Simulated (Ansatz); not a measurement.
Input and output for InH2Br.

```yaml
crystal:
  periodic: [false, false, false]
  atoms:
    - {symbol: In, position_ang: [0.152231, 0.254470, -0.001524]}
    - {symbol: H, position_ang: [1.836177, 0.005744, 0.011966]}
    - {symbol: H, position_ang: [-0.863690, 1.620200, -0.021236]}
    - {symbol: Br, position_ang: [-1.124718, -1.880405, 0.010794]}
basis:
  gaussian: {orbitals: def2-SVP}
hamiltonian: {xc: {name: CAM-B3LYP}}
output: {forces: true}
```

```sh
$ ansatz run in.yaml --threads 4 --pin off --events-out ev --progress --plain --max-ram 3916MiB
```

It prints (some lines left out):

```
Functional definition: CAM-B3LYP
744 factors; integrals over basis functions are off by at most 4.1e-4 eV
207 factors; integrals over basis functions are off by at most 6.9e-6 eV
mean field evaluation 1: about -75246.9835 eV, gradient 1.4e1 eV
mean field evaluation 2: about -75247.3087 eV, gradient 1.2e1 eV
mean field evaluation 4: about -75247.6758 eV, gradient 3.3e-1 eV
mean field evaluation 8: about -75247.6866 eV, gradient 2.4e-2 eV
mean field -75247.68664529 eV, -2765.3014795007 hartree, gradient 5.2e-5 eV, S^2 0.000000; 0 other end points of the search recorded, 0 dependent functions left out
reference -75247.68676080 eV, -2765.3014837453 hartree; 29, 29 occupied and 39, 39 virtual orbitals, 744 factors
Total energy: -75247.68676080 eV, -2765.3014837453 hartree
Atom 0 at     0.152231     0.254470    -0.001524 Å, force     0.019603     0.032844     0.000108 eV/Å
Atom 1 at     1.836177     0.005744     0.011966 Å, force     0.089026     0.024361     0.000229 eV/Å
Atom 2 at    -0.863690     1.620200    -0.021236 Å, force    -0.020616     0.090132    -0.001121 eV/Å
Atom 3 at    -1.124718    -1.880405     0.010794 Å, force    -0.088013    -0.147338     0.000784 eV/Å
Dipole moment:     0.287949     0.481366    -0.002824 e Å
```

It took 0.8 s on 4 threads of Arm Neoverse V2 on a shared host.

In the def2 sets In takes a core potential; there is no spin–orbit coupling.
